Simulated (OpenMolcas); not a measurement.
A calculation on F III.

| Property | Result |
| --- | --- |
| Program | OpenMolcas |
| Method | CASSCF |
| Basis | ANO-RCC-VTZP [4s3p2d1f] |
| Scalar Hamiltonian | DKH2, point nucleus |
| Active space | 5 electrons in 8 orbitals (2s 2p 3s 3p) |
| State averaging | 2S+1 = 4 odd, 1 root; 2S+1 = 2 odd, 8 roots; 2S+1 = 4 even, 3 roots; 2S+1 = 2 even, 9 roots |
| Spin-orbit coupling | state interaction with AMFI integrals over the reference wave functions, term energies averaged over their components |

**Question.** Which level of the active space comes out lowest?

**Answer.** 2s² 2p³ ⁴S°_3/2, with 100 % of that term; it is also the measured ground level.

**Question.** How high does 2s² 2p³ ²P°_3/2 lie?

**Answer.** 50737 cm⁻¹ above the lowest level.

**Question.** How high does 2s 2p⁴ ⁴P_5/2 lie?

**Answer.** 152321 cm⁻¹ above the lowest level; measured 151898 cm⁻¹ above the ground level, so the calculation is off by 0 %.

**Question.** How high does 2s 2p⁴ ⁴P_1/2 lie?

**Answer.** 152781 cm⁻¹ above the lowest level; measured 152410 cm⁻¹ above the ground level, so the calculation is off by 0 %.

Measured values: Moore, Atomic Energy Levels, vol. I, NSRDS-NBS 35 (1971 reprint of NBS Circular 467, 1949).

Active for correlation alone: 3p 3s; no level in the range computed is led by a configuration that fills them, so any true level of that kind is missing. Measured partners are found by configuration, term and J. A level has none where our copy of the source lacks it or the pairing is in doubt (some pairs that miss far off the trend of their configuration count as doubtful), and it then counts in no deviation. Only configurations of the active space appear.

° marks odd parity.
